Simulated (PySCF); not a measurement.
Compound: Ge3H8.
SMILES: `[GeH3][GeH2][GeH3]`

Linear response at CAM-B3LYP/def2-SVPD (PySCF, frozen core in the response, non-relativistic). Geometry: PBE0-D3(BJ)/def2-SVP; no solvent, vibrations or thermal averaging. The CAM-B3LYP/def2-SVPD calculation is non-relativistic and has no spin–orbit coupling, an omission that weighs most on germanium.

Static isotropic polarisability: 104.26 au (15.45 Å³), principal values 86.8, 97.8, 128.1 au.

(1) What is the polarisability at 1064 nm and at the sodium D line?

(2) What is the isotropic C6 coefficient between two such molecules, C6 = (3/π)∫α(iω)² dω?

(3) Which effective excitation energy ω̄ makes London's formula C6 = (3/4)α²ω̄ exact here?

(4) What n − 1 at the D line would an ideal gas of it have at 273.15 K and 1 atm (2.6868 × 10¹⁹ cm⁻³), by n − 1 = 2π·N·α′?

(5) The lowest 6 singlets have (eV, f): 6.86, 0.299; 6.94, 0.338; 7.14, 0.053; 7.19, 0.001; 7.37, 0.136; 7.50, 0.073. What share of the static polarisability do they carry in the sum over states α = Σ f/ω²?

(6) What three-body coefficient follows from the one-pole estimate C9 = (3/4)·α·C6?

(7) What molar refraction at the D line follows from R = (4π/3)·N_A·α′, with α′ the polarisability volume?

(8) How many electrons N does the Slater–Kirkwood formula C6 = (3/4)·√N·α^(3/2) need to give this C6?

Answers

(1) 105.70 au at 1064 nm (+1.4 %), 109.17 au at 589.3 nm (+4.7 %). The rise at 589.3 nm is 3.40 times that at 1064 nm; a pure ω² law gives 3.26. The lowest singlet lies at 181 nm, shorter than both wavelengths.

(2) 3243 au (Eh·bohr⁶) by a ten-point quadrature over imaginary frequencies, which is 1940 eV·Å⁶ or 187 J·nm⁶/mol.

(3) ω̄ = 4·C6/(3α²) = 0.398 Eh = 10.8 eV. A one-pole form α(ω) = α/(1 − ω²/ω̄²) fitted to the 1064 nm value gives 10.0 eV.

(4) 27.31 × 10⁻⁴, a formal value whether or not that pressure can be reached.

(5) 13.48 au, 12.9 % of α; the largest term, 5.18 au, is that of the state at 6.94 eV. Their oscillator strengths add up to 0.90. Higher states carry the rest.

(6) 254000 au. This is an estimate from the two numbers above, not a computed integral.

(7) α′ = 16.18 Å³ gives R = 40.81 cm³/mol, for isolated, non-vibrating species.

(8) N = (4·C6/3)²/α³ = 16.5; the species has 104 electrons in all.

Cost: about 70 s of CPU time on one thread; the machine was shared, so the figure is rough. This is the whole response run at CAM-B3LYP/def2-SVPD, SCF included.
